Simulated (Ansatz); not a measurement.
Reaction (substitution at a C–N bond): `CNC(C)=O` + `COCO` → `COCOC(C)=O` + CH₃NH₂

Program: Ansatz. Geometries: PBE0-D4/def2-TZVP. ΔE: electronic, gas phase. CCSD(T)/CBS adds triple-zeta CCSD(T) − MP2 to the extrapolated MP2 energy (def2 sets, frozen cores). This one scheme is used for every species. DFT in def2-TZVPP. One conformer a species, not always the lowest.

Task: Is it downhill or uphill in electronic energy at CCSD(T)/CBS, and by how much? (Best estimate.)

Result: The calculation gave: Uphill: ΔE = +20.4 kJ/mol.

Task: What do these levels give: PBE-D4, r2SCAN-D4, B2PLYP, HF/def2-TZVPP, SCS-MP2/def2-TZVPP, MP2/CBS(def2)? (An estimate is asked.)

Result: Computed: PBE-D4 26.5, r2SCAN-D4 23.0, B2PLYP 22.9, HF/def2-TZVPP 17.6, SCS-MP2/def2-TZVPP 19.2, MP2/CBS(def2) 24.7 kJ/mol.

Largest T1 diagnostic among the species: 0.014.
